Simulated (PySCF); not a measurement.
An excited-state job on `N#COC1=CC=CC=C1`.

Computed with TDDFT wB97X-D/def2-SVPD, vertical, gas phase, core orbitals frozen in the response (PySCF 2.14.0, density-fitted response routines). Geometry: GFN2-xTB. The input is one job of a driver script: a line of settings, then coordinates in Å.

Input:
```
{"job": {"kind": "uv", "xc": "wB97X-D", "basis": "def2-SVPD", "nstates": 8, "ntriplets": 3}, "charge": 0, "multiplicity": 1}
N      3.804226    -1.090303     0.383157
C      2.978682    -0.306402     0.265637
O      2.115250     0.617439     0.137075
C      0.759527     0.324060     0.041360
C     -0.096788     1.407402    -0.093288
C     -1.456915     1.179841    -0.191229
C     -1.953430    -0.113223    -0.156378
C     -1.087305    -1.184899    -0.023607
C      0.277023    -0.974932     0.077260
H      0.311759     2.405423    -0.119047
H     -2.129384     2.017543    -0.294900
H     -3.015700    -0.285663    -0.233217
H     -1.470243    -2.193346     0.002438
H      0.962620    -1.803411     0.182573
```

**Question.** What does the run print?

**Answer.** 
```
coarse grid: 12856 points
cycle   1  E = -399.0816046689  dE =  2.121e+00  |g| = 6.856e-01  |ddm| = 1.517e+01
cycle   2  E = -398.9901369070  dE =  9.147e-02  |g| = 9.855e-01  |ddm| = 3.197e+00
cycle   3  E = -399.1947919757  dE = -2.047e-01  |g| = 1.219e-01  |ddm| = 1.705e+00
cycle   4  E = -399.1972146602  dE = -2.423e-03  |g| = 6.136e-02  |ddm| = 3.079e-01
cycle   5  E = -399.1979292216  dE = -7.146e-04  |g| = 1.048e-02  |ddm| = 1.626e-01
cycle   6  E = -399.1979551035  dE = -2.588e-05  |g| = 3.456e-03  |ddm| = 7.594e-02
cycle   7  E = -399.1979586518  dE = -3.548e-06  |g| = 7.545e-04  |ddm| = 1.781e-02
final grid: 127520 points
cycle   8  E = -399.2603198740  dE = -7.978e-05  |g| = 5.382e-03  |ddm| = 2.273e-01
cycle   9  E = -399.2603149299  dE =  4.944e-06  |g| = 7.429e-03  |ddm| = 3.889e-02
cycle  10  E = -399.2603264256  dE = -1.150e-05  |g| = 9.701e-04  |ddm| = 1.107e-02
cycle  11  E = -399.2603266100  dE = -1.844e-07  |g| = 4.228e-04  |ddm| = 4.126e-03
cycle  12  E = -399.2603266495  dE = -3.944e-08  |g| = 8.024e-05  |ddm| = 1.550e-03
cycle  13  E = -399.2603266513  dE = -1.847e-09  |g| = 3.121e-05  |ddm| = 4.431e-04
cycle  14  E = -399.2603266517  dE = -3.682e-10  |g| = 8.654e-06  |ddm| = 1.917e-04
converged SCF energy = -399.2603266517

Static polarisability (au): isotropic 85.774, principal 51.692 87.364 118.267

Singlet excitations
state   eV       nm        f      main configurations
  1   5.4581    227.2   0.00713   H->L 0.65, H-1->L+1 0.33
  2   6.1652    201.1   0.05552   H->L+1 0.68, H-1->L 0.30
  3   7.0525    175.8   0.62683   H-1->L 0.45, H-1->L+1 0.20, H->L+1 0.18
  4   7.1301    173.9   0.55829   H-1->L+1 0.42, H-1->L 0.21, H->L 0.21
  5   7.3255    169.3   0.00526   H->L+2 0.68, H->L+5 0.10, H-2->L+5 0.09
  6   7.4308    166.9   0.00946   H->L+5 0.32, H->L+3 0.30, H-2->L+5 0.13
  7   7.7979    159.0   0.02069   H->L+3 0.55, H->L+2 0.11, H->L+5 0.10
  8   7.9629    155.7   0.00127   H-1->L+2 0.77, H-1->L+3 0.14

Triplet excitations (Tamm-Dancoff, eV): 4.2490 4.7594 4.9142
```

The SCF starts on a coarse grid where the log names one; the energy can jump when the final grid takes over, and dE then counts from the start density on the new grid. H and L stand for HOMO and LUMO; the number after each pair is its weight.

**Question.** Give the mean polarisability as a volume in Å³, and the ratio of the largest to the smallest principal value.

**Answer.** 85.774 au × 0.148185 = 12.71 Å³; 118.267/51.692 = 2.29.

**Question.** Give S1 in cm⁻¹ and kJ/mol.

**Answer.** 5.4581 eV × 8065.54 = 44023 cm⁻¹; × 96.485 = 526.6 kJ/mol.

Summary of the converged run: HOMO -9.36 eV, LUMO 0.78 eV; lowest singlet 5.46 eV; lowest triplet 4.25 eV (Tamm–Dancoff); mean polarisability 85.8 au.

The run took 50 s wall on Arm Neoverse V2, one thread, shared host.

One conformer stands for the species.
Labels such as C1 count atoms from 1, the log's own numbers from 0.

Note: wB97X-D ran without an empirical dispersion term, which enters the total energy and its gradient alone.
